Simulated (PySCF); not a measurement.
A calculated (UHF, PySCF 2.14, aug-cc-pVQZ, no relativity, point nucleus) atom or ion has these occupied shells.

```
shell  electrons  orbital energy (eV)  rms radius, mean of both spins (bohr)
 1s α          1              -68.881                                  0.669
 1s β          1              -68.845                                  0.669
 2p α          1               -3.502                                   5.28
```

Problem. Name the element and its charge.

Solution. Li (lithium, neutral), in [He] 2p1, 2P determinant (an excited configuration).
